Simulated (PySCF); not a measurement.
Mapped SMILES: `[CH2:1]=[CH:2][SiH:3]([CH3:4])[CH3:5]`. Each H is labelled by its parent atom. Ha(C1) is cis to Si3; Hb(C1) is trans to Si3.

PySCF calculation with PBE0/pcSseg-1 with gauge-including orbitals and geometry: GFN2-xTB; non-relativistic Hamiltonian, gas phase, one averaged value for each set of equivalent atoms, one conformer.

δ = σ(ref) − σ, references computed at the same level: $^{13}$C (186.93 ppm) and $^{1}$H (31.72 ppm) and $^{29}$Si (349.16 ppm) vs TMS.

| atoms | nucleus | count | Hirshfeld charge | δ (ppm) |
| --- | --- | --- | --- | --- |
| Si3 | $^{29}$Si | 1 | 0.38 | -23.4 |
| H(C4)/H(C5) | $^{1}$H | 6 | 0.04 | 0.15 |
| Hb(C1) | $^{1}$H | 1 | 0.05 | 6.44 |
| Ha(C1) | $^{1}$H | 1 | 0.04 | ? |
| C1 | $^{13}$C | 1 | -0.09 | 142.2 |
| C2 | $^{13}$C | 1 | -0.14 | 145.9 |
| H(Si3) | $^{1}$H | 1 | -0.09 | 4.58 |
| C4/C5 | $^{13}$C | 2 | -0.22 | ? |
| H(C2) | $^{1}$H | 1 | 0.04 | ? |

Question: Complete the table.

Answer: 
- C4/C5: -1.9 ppm, methyl carbon bonded to Si; an electropositive neighbour leaves it electron-rich and shielded
- H(C2): 6.46 ppm, hydrogen on an alkene CH; attached to an sp2 carbon and in the plane of the double bond
- Ha(C1): 6.12 ppm, hydrogen on a terminal =CH2 carbon; attached to an sp2 carbon and in the plane of the double bond

Shifts are as computed. Against solution values, carbons near 30 ppm lie about +3 ppm off and those near 130 ppm about +5 ppm. Of 1211 compounds with measured shifts, 218 miss one by over three times the rms of a fit or turn the order of signals round; such compounds aren't used in these exercises.
